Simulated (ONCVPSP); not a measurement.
## Transferability test, ONCV potential for Sc (Z = 21)

```json
{
 "Element": "scandium",
 "Generator": "ONCVPSP 4.0.1",
 "Type": "optimised norm-conserving Vanderbilt (ONCV)",
 "Functional": "PBE",
 "Relativity": "scalar-relativistic",
 "Frozen core": "[Ne]",
 "Valence charge": "11",
 "Reference configuration": "3s2 3p6 3d1 4s1.5 4p0.5",
 "Partial waves": "3s+4s: rc 1.40 bohr, ncon 4, nbas 8, qcut 8.4 1/bohr, 2 projectors; 3p+4p: rc 2.40 bohr, ncon 3, nbas 7, qcut 7 1/bohr, 2 projectors; 3d: rc 1.80 bohr, ncon 3, nbas 7, qcut 7.3 1/bohr, 2 projectors, debl 2.9 Ha",
 "Local potential": "polynomial inside 1.35 bohr (lpopt 3, dvloc0 2 Ha)",
 "Core correction": "Teter function, fcfact 3.5, rcfact 1.6"
}
```

Energies are relative to the spin-unpolarised reference configuration 3s2 3p6 3d1 4s1.5 4p0.5; without spin polarisation the order of configurations can differ from experiment.

| valence configuration | charge | ΔE all-electron (eV) | error AE − PS (meV) |
| --- | --- | --- | --- |
| 3s2 3p6 3d1 4s2 4p0 | 0 | -1.374 | 0.0 |
| 3s2 3p6 3d1 4s1 4p0 | +1 | 5.523 | -0.4 |
| 3s2 3p6 3d1 4s0 4p0 | +2 | 18.291 | -3.0 |
| 3s1 3p6 3d1 4s2 4p0 | +1 | 60.598 | -94 |
